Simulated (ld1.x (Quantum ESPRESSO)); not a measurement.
# How hard is this germanium TM potential?

Ge (Z = 32), norm-conserving Troullier–Martins (Kleinman–Bylander form), made with ld1.x (Quantum ESPRESSO) 7.5 (PBE, scalar-relativistic). Core [Ar], reference 3d10 4s2 4p1.5 (charge +0.5). Waves: 4s (bound): rc 1.60 bohr; 4p (bound): rc 1.95 bohr; 3d (bound): rc 1.15 bohr. Local part: all-electron potential smoothed inside 1.70 bohr (lloc = -1). Core correction: Bessel-smoothed model core inside 0.80 bohr.

The pseudo-atom Hamiltonian at the reference potential is diagonalised in spherical Bessel functions j_l(qr) that vanish at 20 bohr, with q² up to the cutoff. All-electron valence levels (Ry): 4s -1.1465, 4p -0.5427, 3d -2.4653.

Q: How do the lowest levels (Ry) of each channel move with the cutoff, and are there ghosts?

A:

```csv
cutoff (Ry),s #1,p #1,p #2,d #1,f #1,f #2,Σ f·Δε (mRy)
8,-1.1005,-0.5373,-0.0798,-0.0725,0.0324,0.1400,24027.3
15,-1.1399,-0.5413,-0.0802,-0.0782,0.0324,0.1399,23886.0
25,-1.1424,-0.5426,-0.0803,-0.0835,0.0324,0.1399,23825.5
35,-1.1452,-0.5426,-0.0803,-0.0904,0.0324,0.1399,23751.3
50,-1.1464,-0.5427,-0.0803,-0.1260,0.0324,0.1399,23392.9
70,-1.1465,-0.5427,-0.0803,-0.5196,0.0324,0.1399,19456.6
100,-1.1465,-0.5427,-0.0803,-1.7408,0.0324,0.1399,7244.4
140,-1.1465,-0.5427,-0.0803,-2.3876,0.0324,0.1399,776.1
180,-1.1465,-0.5427,-0.0803,-2.4606,0.0324,0.1399,46.1
260,-1.1465,-0.5427,-0.0803,-2.4647,0.0324,0.1399,5.6
400,-1.1465,-0.5427,-0.0803,-2.4652,0.0324,0.1399,0.0
```

Result: no extra level below or beside the all-electron valence levels (s, p, d, f tested); 10 mRy is reached at 230 Ry and 1 mRy at over 300 Ry.

Its largest configuration-test error is -547 meV.
